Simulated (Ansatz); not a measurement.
Basis-set extrapolation for CH₄AlBF₂Si (`FC1[BH][Al]([F])[SiH2]1`) (PBE0-D4/def2-TZVP geometry, frozen core, Ansatz). Multiplicity 1, RHF reference.

```
                      def2-TZVPP   def2-QZVPP
                 HF  -794.739743  -794.767228
    MP2 correlation    -0.946582    -1.027018
CCSD(T) correlation    -1.025135      not run
```

Energies in hartree. Use E(X) = E(∞) + A·exp(−7.88·√X) for Hartree–Fock and E(X) = E(∞) + B·X^(−2.97) for correlation, with X = 3 and 4, and add CCSD(T) minus MP2 of the smaller set to the MP2 limit.

Problem. What is the CCSD(T) energy at the basis-set limit?

Solution. HF limit: -794.767228 + (-0.027485) × 0.13774 = -794.77101. MP2 limit: -1.027018 + (-0.080436) × 0.74074 = -1.08660. Higher-order term: -1.025135 − (-0.946582) = -0.07855. Total: -795.93616 hartree, 449.7 kJ/mol below CCSD(T)/def2-TZVPP.
